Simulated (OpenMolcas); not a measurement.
An OpenMolcas run meant for I VII (ANO-RCC-VTZP, X2C; inactive shells 1s 2s 2p 3s 3p 3d 4s 4p 4d; intended active space 1 electron in 4 orbitals (5s 5p)). One step of its input:

```
&CASPT2
Multistate=1 1
Frozen=9 9
IPEA=0.25
Imaginary=2.0
MaxIter=60
WThr=0.0 0.3 0.05
PrWF=0.5
NoMix
```

The run finished. Its levels beside those of a sound run (SS-CASPT2, IPEA 0.25 Eh, imaginary shift 0.1 Eh (closed shells correlated: 4d)), in cm-1 above each run's lowest level:

```json
{"Level": "5s 2S 1/2", "This run": "0.0", "Usual run": "0.0"}
{"Level": "5p 2P* 1/2", "This run": "107403", "Usual run": "107345"}
{"Level": "5p 2P* 3/2", "This run": "121403", "Usual run": "121344"}
```

Problem. Which setting is unsound, and how much does it matter here?

Solution. The level shift is far above the usual 0.1 to 0.3 hartree and damps the second-order energy. Against the sound run the excited levels shown move by 59 cm-1 on average and by 59 cm-1 at most.

With one active electron, CASPT2 adds the correlation within the correlated inactive shells and between them and that electron, and leaves the splitting within a term as the reference gives it. Levels of configurations outside the active space are missing.

* marks odd parity.
